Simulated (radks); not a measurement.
Spherical quantum dot in the effective-mass picture: electrons in a parabolic well V = omega^2 r^2 / 2 with omega = 0.44, with a point charge +2 (a donor) at the centre, all in effective atomic units (hartree* = m*/eps^2 hartree, bohr* = eps/m* bohr), one dielectric constant everywhere. Calculated with a radial shooting solver with Libxc functionals: non-relativistic Kohn-Sham, LDA (Slater exchange, Perdew-Wang correlation), spin-polarised, spherical densities. Levels are named by radial order and angular momentum (1s, 1p, 1d, 2s, ...), and open shells are averaged over m. Each electron was tried in the lowest free levels, single moves between levels near the top were tried too, and the lowest total energy was kept; such a search can miss a lower state. At N = 1 the Hartree and exchange-correlation terms need not cancel, so that row can carry a self-interaction error.

\begin{tabular}{lrrrrrr}
N & open shells & 2S & E (hartree*) & addition energy mu(N+1) - mu(N) (hartree*) & e(HOMO) (hartree*) & rms radius (bohr*) \\ \hline
1 & 1s(up 1, down 0) & 1 & -1.86911 & 1.118 & -1.4185 & 0.8430 \\
2 & none & 0 & -2.62050 & 1.759 & -0.38463 & 0.9953 \\
3 & 1p(up 1, down 0) & 1 & -1.61288 & 0.3385 & 1.1741 & 1.547 \\
4 & 1p(up 2, down 0) & 2 & -0.266722 & 0.3397 & 1.5175 & 1.825 \\
5 & 1p(up 3, down 0) & 3 & 1.41909 & 0.3748 & 1.8521 & 2.021 \\
6 & 1p(up 3, down 0) 2s(up 1, down 0) & 4 & 3.47969 & 0.3565 & 2.2093 & 2.220 \\
7 & 1p(up 3, down 1) 2s(up 1, down 0) & 3 & 5.89680 & 0.2786 & 2.5557 & 2.356 \\
8 & 1p(up 3, down 2) 2s(up 1, down 0) & 2 & 8.59253 & 0.2780 & 2.8354 & 2.474 \\
9 & 2s(up 1, down 0) & 1 & 11.5662 & 0.2829 & 3.1111 & 2.582 \\
10 & none & 0 & 14.8228 & 0.5310 & 3.3864 & 2.697 \\
11 & 1d(up 1, down 0) & 1 & 18.6104 & 0.2363 & 3.9062 & 2.816 \\
12 & 1d(up 2, down 0) & 2 & 22.6343 & 0.2333 & 4.1410 & 2.922 \\
13 & 1d(up 3, down 0) & 3 & 26.8914 & 0.2300 & 4.3727 & 3.018 \\
14 & 1d(up 4, down 0) & 4 & 31.3786 & 0.2267 & 4.6011 & 3.107 \\
15 & 1d(up 5, down 0) & 5 & 36.0925 & 0.2747 & 4.8261 & 3.189 \\
16 & 1d(up 5, down 1) & 4 & 41.0811 & 0.2141 & 5.0960 & 3.268 \\
17 & 1d(up 5, down 2) & 3 & 46.2838 & 0.2122 & 5.3092 & 3.342 \\
18 & 1d(up 5, down 3) & 2 & 51.6987 & 0.2100 & 5.5203 & 3.412 \\
19 & 1d(up 5, down 4) & 1 & 57.3236 & 0.2077 & 5.7291 & 3.479 \\
20 & none & 0 & 63.1562 & 0.4276 & 5.9356 & 3.543 \\
21 & 1f(up 1, down 0) & 1 & 69.4163 & 0.1933 & 6.3570 & 3.613 \\
22 & 1f(up 2, down 0) & 2 & 75.8697 & 0.1918 & 6.5496 & 3.680 \\
23 & 1f(up 3, down 0) & 3 & 82.5149 & 0.1901 & 6.7405 & 3.744 \\
24 & 1f(up 4, down 0) & 4 & 89.3503 & 0.1885 & 6.9299 & 3.804 \\
25 & 1f(up 5, down 0) & 5 & 96.3741 & 0.1869 & 7.1176 & 3.862 \\
26 & 1f(up 6, down 0) & 6 & 103.585 & 0.1853 & 7.3036 & 3.918 \\
27 & 1f(up 7, down 0) & 7 & 110.981 & 0.2150 & 7.4881 & 3.972 \\
28 & 1f(up 7, down 0) 2p(up 1, down 0) & 8 & 118.592 & 0.1872 & 7.7047 & 4.024 \\
29 & 1f(up 7, down 0) 2p(up 2, down 0) & 9 & 126.390 & 0.1863 & 7.8915 & 4.075 \\
30 & 1f(up 7, down 0) 2p(up 3, down 0) & 10 & 134.374 & 0.1786 & 8.0773 & 4.124 \\
31 & 1f(up 7, down 2) 2p(up 2, down 0) & 7 & 142.538 & 0.1717 & 8.2498 & 4.172 \\
32 & 1f(up 7, down 4) 2p(up 1, down 0) & 4 & 150.872 & 0.1715 & 8.4220 & 4.219 \\
33 & 1f(up 7, down 6) & 1 & 159.379 & 0.1729 & 8.5929 & 4.264 \\
34 & none & 0 & 168.058 & 0.1770 & 8.7654 & 4.308 \\
35 & 2p(up 1, down 0) & 1 & 176.914 & 0.1758 & 8.9442 & 4.351 \\
36 & 2p(up 2, down 0) & 2 & 185.946 & 0.1752 & 9.1198 & 4.393 \\
37 & 2p(up 3, down 0) & 3 & 195.153 & 0.1971 & 9.2947 & 4.435 \\
38 & 2p(up 3, down 0) 3s(up 1, down 0) & 4 & 204.558 & 0.1823 & 9.4892 & 4.477 \\
39 & 2p(up 3, down 2) & 1 & 214.145 & 0.1645 & 9.6662 & 4.515 \\
40 & none & 0 & 223.896 & 0.1787 & 9.8361 & 4.554 \\
41 & 3s(up 1, down 0) & 1 & 233.826 & 0.1734 & 10.013 & 4.594 \\
42 & none & 0 & 243.929 & 0.2455 & 10.186 & 4.633 \\
43 & 1g(up 1, down 0) & 1 & 254.278 & - & 10.428 & 4.672 \\
\end{tabular}

All shells are closed at N = 2, 10, 20, 34, 40, 42 (there: 1s2 1p6 1d10 2s2 1f14 2p6 3s2); the second difference of the energy has clear peaks (12 % above both neighbours; the first and last values, which can be the largest, are not judged, and half-filled shells can peak too) at N = 2, 10, 15, 20, 27.
